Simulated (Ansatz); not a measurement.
```yaml
crystal:
  periodic: [false, false, false]
  atoms:
    - {symbol: C, position_ang: [0.223651, -0.638487, -1.278629]}
    - {symbol: Al, position_ang: [0.344514, -0.239581, -0.234281]}
    - {symbol: C, position_ang: [1.354952, -0.279286, 0.387617]}
    - {symbol: O, position_ang: [-0.004745, 0.855200, -0.215532]}
    - {symbol: C, position_ang: [-0.608785, 1.122658, 0.187104]}
    - {symbol: C, position_ang: [-1.133297, 0.785951, 0.764741]}
    - {symbol: C, position_ang: [-1.033789, -0.173014, 0.884635]}
    - {symbol: O, position_ang: [-0.561769, -0.570505, 0.531933]}
    - {symbol: H, position_ang: [0.350432, -1.500574, -1.296969]}
    - {symbol: H, position_ang: [0.604900, -0.365142, -1.710183]}
    - {symbol: H, position_ang: [-0.417199, -0.538043, -1.503553]}
    - {symbol: H, position_ang: [1.319188, 0.002994, 0.979849]}
    - {symbol: H, position_ang: [1.846142, 0.012970, 0.063596]}
    - {symbol: H, position_ang: [1.791353, -0.904052, 0.481301]}
    - {symbol: H, position_ang: [-0.719109, 2.062430, 0.127207]}
    - {symbol: H, position_ang: [-1.631312, 1.132353, 1.103216]}
    - {symbol: H, position_ang: [-1.712031, -0.470072, 1.321730]}
basis:
  gaussian: {orbitals: "6-31++G**"}
total_charge: -1
magnetization: {spin_polarized: true, initial_magnetization: 1}
hamiltonian: {xc: {name: rPW86-PBE}, dispersion: rvv10}
```

```sh
$ ansatz run in.yaml --threads 4 --pin off --events-out ev --progress --plain --max-ram 66560MiB --backend cpu
```

It prints (some lines left out):

```
Functional definition: rPW86-PBE+rVV10
2053 factors; their error is unknown
mean field evaluation 1: about -15715.7191 eV, gradient 1.6e2 eV
mean field evaluation 2: about -13572.1079 eV, gradient 5.2e2 eV
mean field evaluation 4: about -15767.5612 eV, gradient 9.4e1 eV
mean field evaluation 8: about -15817.0454 eV, gradient 1.2e0 eV
mean field evaluation 16: about -15816.9452 eV, gradient 2.4e-2 eV
mean field evaluation 32: about -15816.9452 eV, gradient 7.1e-6 eV
mean field -15816.94523633 eV, -581.2620163246 hartree, gradient 7.1e-6 eV, S^2 0.752104; 9 other end points of the search recorded, 0 dependent functions left out
reference -15816.94532669 eV, -581.2620196453 hartree; 35, 34 occupied and 175, 176 virtual orbitals, 2053 factors
Total energy: -15816.94532669 eV, -581.2620196453 hartree
```

In this input the geometry is squeezed to about two thirds of its size. The calculation finished and met its thresholds. The result belongs to that input, not to the molecule as meant.
